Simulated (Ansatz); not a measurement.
CH$_{4}$GaNOS, relaxed with RKS PBE0-D4/def2-TZVP in Ansatz 0.2.0 from a GFN2-xTB geometry. The force threshold is 0.005 eV/Å; the program also tests the step.

Total charge 0; spin multiplicity 1. The bonds changed during the relaxation, so this is another structure than the one it started from.

Start:

```xyz
9

N     0.342   -0.565   -0.562
C     1.100   -0.281    0.684
O     2.252   -0.568    0.780
S     0.096    0.499    1.859
Ga   -1.222    0.831    0.014
H    -0.023   -1.523   -0.498
H     0.995   -0.566   -1.354
H    -0.997    2.141   -0.777
H    -2.542    0.031   -0.147
```

```
         step  energy (eV)  largest force (eV/Å)  largest move (Å)
            1  -67840.2962                 0.400             0.000
            2  -67840.3364                 0.614             0.088
            3  -67840.3520                 0.340             0.038
            4  -67840.3559                 0.245             0.012
 5 (rejected)  -67840.3549                 0.296             0.063
            6  -67840.3590                 0.128             0.031
            7  -67840.3596                 0.089             0.012
            8  -67840.3598                 0.117             0.014
            9  -67840.3603                 0.045             0.007
10 (rejected)  -67840.3603                 0.097             0.017
           11  -67840.3605                 0.013             0.008
           12  -67840.3609                 0.046             0.039
           13  -67840.3611                 0.051             0.023
           14  -67840.3612                 0.045             0.016
           15  -67840.3612                 0.039             0.012
           16  -67840.3613                 0.022             0.009
           17  -67840.3613                 0.025             0.009
           18  -67840.3613                 0.005             0.002
           19  -67840.3613                 0.004             0.001
```

End:

```xyz
9

N     0.334   -0.525   -0.543
C     1.104   -0.314    0.726
O     2.216   -0.731    0.832
S     0.123    0.586    1.830
Ga   -1.228    0.799   -0.063
H     0.017   -1.492   -0.564
H     0.960   -0.401   -1.336
H    -0.983    2.120   -0.858
H    -2.545   -0.043   -0.023
```

Hardware: 4 threads of an INTEL XEON PLATINUM 8581C on a shared host. Wall time 43 s, peak host memory 0.67 GiB.
